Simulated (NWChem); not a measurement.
SnHCl, singlet; SMILES [Cl][SnH]

All runs: NWChem. Low-valent species are run as closed-shell singlets; no triplet was tried in these runs. Coordinates come from a PBE0/def2-SVP optimisation. def2 effective core potentials on Sn; no spin-orbit coupling. Vertical excitations in the gas phase.

### Question
Predict the results for PBE0/def2-SVP, TDA. Quantities: lowest excitation, singlet (eV); oscillator strength of that lowest state; lowest triplet (eV); orbital gap (eV).

### Answer
- lowest excitation, singlet (eV) = 2.74
- oscillator strength of that lowest state = 0.021
- lowest triplet (eV) = 1.82
- orbital gap (eV) = 3.91
